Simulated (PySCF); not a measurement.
# How the method changes the constants of SnP

State: ²Π (doublet), unpaired electrons π ↑. Set-up: Sn def2-SVPD with ECP28, P def2-SVPD; scalar-relativistic core potentials (PySCF 2.14). De refers to Sn + P in their high-spin ground configurations, without counterpoise correction. The functionals are run spin-unrestricted. A positive dipole means Sn(−)P(+). Levels whose curve was spin-contaminated or gave no clean fit are not listed.

| Level | Re (Å) | ωe (cm⁻¹) | De (eV) | μ (D) | CPU s a point (SCF and correlation, without the integrals) |
| --- | --- | --- | --- | --- | --- |
| PBE | 2.384 | 394 | 3.15 | -2.07 | 0.57 |
| PBEsol | 2.369 | 402 | 3.37 | -1.97 | 0.41 |
| BLYP | 2.405 | 380 | 3.14 | -2.05 | 0.41 |
| r²SCAN | 2.363 | 407 | 2.83 | -2.12 | 0.77 |
| PBE0 | 2.353 | 417 | 2.79 | -2.23 | 1 |
| M06-2X | 2.358 | 384 | 2.49 | -2.26 | 1 |

Spin–orbit coupling is left out, which matters for elements this heavy, above all for dissociation energies. The state is the lowest determinant that a PBE0 search found; another state may lie lower at other levels.

The whole job (state search and all levels along the bond) took about 2.8 min on 1 thread of AMD EPYC 7R13 (shared host), peak memory 0.71 GiB.
